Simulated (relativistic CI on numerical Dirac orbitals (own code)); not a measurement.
**Mn III: from the plainest model towards the measured levels**

Calculated with a relativistic CI code on KLI orbitals (one set per configuration, finite nucleus), adding one ingredient at a time: step 1, Dirac-Coulomb, each configuration alone; step 2, with Breit and QED terms; step 3, with configuration mixing; step 4, with scaled Slater integrals (0.85); step 5, with a P86 correlation estimate; step 6, tied to the ionisation limit. P86 is a density functional for the correlation energy, evaluated here for each configuration and added to its levels. Step 6 is semi-empirical: configurations made of the next ion and one excited electron move by 4536 cm⁻¹, so that their limit matches the tabulated ionisation energy, and those with a non-penetrating f or g electron also take the P86 value of the least penetrating other one.

Configurations in the expansion (outside the closed core [Ne] 3s2): 3p6 3d5, 3p6 3d4 4s, 3p6 3d4 4p, 3p6 3d4 4d, 3p6 3d4 5s, 3p6 3d4 5p, 3p6 3d3 4s 4p, 3p6 3d4 4f, 3p6 3d4 5d, 3p6 3d4 5f, 3p5 3d6, 3p6 3d3 4s2, 3p6 3d2 4s2 4p, 3p6 3d2 4s2 4d, 3p6 3d2 4s2 5s, 3p6 3d2 4s2 5p, 3p6 3d2 4s2 4f.

Computed minus measured energy above the ground level, in cm⁻¹, for 23 of the 63 excited levels that pair in every step (one J of a term; a digit in brackets numbers repeated terms):

```tsv
Configuration	Term	J	Measured	Step 1	Step 2	Step 3	Step 4	Step 5	Step 6
3p6 3d5	a 4G	11/2	26824	4624	4544	4891	186	176	168
3p6 3d5	a 4P	5/2	29168	6996	7030	7197	1794	1790	1785
3p6 3d5	a 4D	7/2	32307	6865	6849	7105	1253	1248	1244
3p6 3d5	a 2I	11/2	39174	5559	5503	6118	-583	-604	-618
3p6 3d5	a 2D3	5/2	41238	9209	9291	9779	2162	2147	2135
3p6 3d5	a 2F1	7/2	42606	9222	9202	9650	1928	1914	1903
3p6 3d5	a 4F	9/2	43573	9276	9247	9057	1200	1214	1218
3p6 3d5	a 2H	9/2	46516	8527	8511	8853	633	623	613
3p6 3d5	a 2G2	7/2	47842	9104	9069	9575	1070	1055	1045
3p6 3d5	b 2F2	7/2	51060	10322	10292	10735	1575	1564	1557
3p6 3d5	b 2D2	3/2	61580	13467	13493	13570	2396	2399	2398
3p6 3d4 4s	a 6D	1/2	62457	-3430	-3154	-2442	-4517	186	4705
3p6 3d5	b 2G1	7/2	68892	13870	13852	13647	1369	1389	1396
3p6 3d4 4s	b 4D	1/2	71395	-233	41	425	-3442	1263	5779
3p6 3d4 4s	b 4P	1/2	84611	1336	1658	2307	-3849	852	5372
3p6 3d4 4s	a 4H	7/2	84982	-926	-723	-81	-5853	-1150	3370
3p6 3d4 4s	b 4F	3/2	86487	1017	1233	1882	-4390	313	4831
3p6 3d4 4s	b 4G	5/2	88880	1103	1319	1908	-4726	-22	4497
3p6 3d4 4s	b 2P	1/2	89898	3534	3835	4237	-2604	1858	6346
3p6 3d4 4s	b 2H	9/2	90440	969	1145	1635	-5220	-514	4005
3p6 3d4 4s	c 2F	5/2	91906	2946	3148	3619	-3730	974	5489
3p6 3d4 4s	c 2G	7/2	94397	3000	3182	3643	-4084	619	5136
3p6 3d4 4s	c 4D	7/2	94698	3781	3971	4526	-3348	1356	5875
```

Mean absolute errors in cm⁻¹, over all paired levels and for the configurations:

```csv
"Configuration, levels",Step 1,Step 2,Step 3,Step 4,Step 5,Step 6
"all, 63",4837,4860,5079,2916,972,3293
"3p6 3d5, 28",8426,8411,8636,1231,1230,1227
"3p6 3d4 4s, 35",1965,2018,2233,4264,766,4946
```

Measured levels: Corliss and Sugar, J. Phys. Chem. Ref. Data 6, 1253 (1977).

The mean absolute error is lowest at step 5 (972 cm⁻¹), and the largest single drop is from step 3 to 4 (5079 to 2916). Terms of the ground configuration are off by 8426 at first, 8636 with mixing and 1231 after scaling, which stands in for the correlation that narrows term splittings. Mixing lowers the ground level by 753; relative to it the configurations that move most are 3p6 3d4 4s by +565. The P86 estimate moves 3p6 3d4 4s by +4693, and takes the mean absolute error of the excited configurations from 4264 to 766. Step 6 takes that error from 766 to 4946; it grows for 3p6 3d4 4s. The shift fits the limit, so it does little for low levels whose errors differ from those near the limit.
